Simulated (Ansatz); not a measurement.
`F[CH]1[S][GeH2]1`, relaxed with RKS PBE0-D4/def2-TZVP in the Gaussian-basis code of Ansatz from a PBE-D4/def2-SVP geometry. The force threshold is 0.005 eV/Å; the program also tests the step.

Total charge 0; spin multiplicity 1.

Start:

```xyz
7

F     0.396    1.854    0.667
C     0.538    0.790   -0.180
S     1.535   -0.629    0.467
Ge   -0.663   -0.744    0.053
H     0.842    1.135   -1.188
H    -1.083   -1.652   -1.122
H    -1.564   -0.755    1.303
```

| step | energy (eV) | largest force (eV/Å) | largest move (Å) |
| --- | --- | --- | --- |
| 1 | -71142.9394 | 0.795 | 0.000 |
| 2 | -71142.9688 | 0.306 | 0.022 |
| 3 | -71142.9726 | 0.059 | 0.017 |
| 4 | -71142.9729 | 0.031 | 0.005 |
| 5 | -71142.9730 | 0.024 | 0.002 |
| 6 | -71142.9730 | 0.003 | 0.002 |

End:

```xyz
7

F     0.405    1.846    0.656
C     0.530    0.777   -0.182
S     1.513   -0.611    0.465
Ge   -0.649   -0.749    0.062
H     0.827    1.114   -1.171
H    -1.073   -1.622   -1.117
H    -1.554   -0.755    1.289
```

Hardware: 4 threads of a server CPU on a shared host. Wall time 17 s, peak host memory 0.42 GiB.
